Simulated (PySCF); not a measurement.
## SMILES [C-]#[N+]B1C=CC=CN1, C5H5BN2

Geometry (Å), atoms numbered from 1 in this order:
```xyz
13

C     3.7150    0.2510   -0.4309
N     2.5454    0.1539   -0.3430
B     1.1014    0.0146   -0.2359
C     0.3278   -1.2808   -0.2413
C    -1.0412   -1.2074   -0.1289
C    -1.7256    0.0328   -0.0107
C    -1.0238    1.2077   -0.0060
N     0.3291    1.2134   -0.1132
H     0.8024   -2.2612   -0.3292
H    -1.6454   -2.1213   -0.1279
H    -2.8122    0.0622    0.0771
H    -1.5205    2.1764    0.0833
H     0.7858    2.1190   -0.1028
```

Method: TDDFT CAM-B3LYP/aug-cc-pVDZ excited states, vertical, gas phase (PySCF 2.14.0). Geometry: PBE0-D3(BJ)/def2-SVP.

How strongly do the lowest singlets absorb one photon, and two photons of half the energy?

δ for parallel linear polarisation; σ at the peak of a Lorentzian of half width 0.1 eV, single beam; Ω is circular over linear.
```
state  E (eV)      f  photon λ (nm)  δ (au)  σ (GM)     Ω                                main
   S1    4.94  0.199            502    76.7    0.68  0.30                      HOMO→LUMO 0.94
   S2    5.68  0.001            437    73.3    0.86  1.50                    HOMO→LUMO+1 0.92
   S3    5.80  0.186            427     196    2.42  0.63  HOMO→LUMO+2 0.88, HOMO−1→LUMO 0.08
   S4    6.37  0.000            389    19.6    0.29  1.50                    HOMO→LUMO+3 0.92
   S5    6.56  0.026            378      14    0.22  1.50                    HOMO→LUMO+4 0.81
   S6    6.64  0.002            374     1.6    0.03  1.50  HOMO−3→LUMO 0.74, HOMO−2→LUMO 0.10
```

Among these, the strongest one-photon state is S1, the strongest two-photon state S3, with a dipole change of 1.8 D (relaxed, norm of the difference vector).
